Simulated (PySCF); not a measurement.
Ti(2+): ionisation energy

Ti(2+) [Ar] 3d2 (3F) → Ti(3+) [Ar] 3d1 (2D), as a difference of total energies. Calculation: PySCF 2.14, in dyall-av2z (16s12p7d2f, 101 functions); the non-relativistic Hamiltonian (point nucleus). Correlated levels: valence: [Ar] frozen; virtual orbitals above 40 to 60 times the deepest correlated orbital energy dropped. The calculations carry no spin-orbit coupling.

```json
{"method": "UHF", "ionisation energy (eV)": "26.741"}
{"method": "MP2 (valence)", "ionisation energy (eV)": "26.852"}
{"method": "SCS-MP2 (valence)", "ionisation energy (eV)": "26.778"}
{"method": "CCSD (valence)", "ionisation energy (eV)": "26.885"}
```

Question: How much does correlation contribute at MP2 (valence)?

Answer: 26.852 − (26.741) = 0.111 eV, measured against UHF.

These non-relativistic numbers lack the scalar-relativistic shift.

Errors of the correlated levels include the incompleteness of this basis and the frozen core.

With two correlated electrons CCSD is exact in that space.

For comparison: 27.492 eV (measured; NIST Atomic Spectra Database, ionization energies).
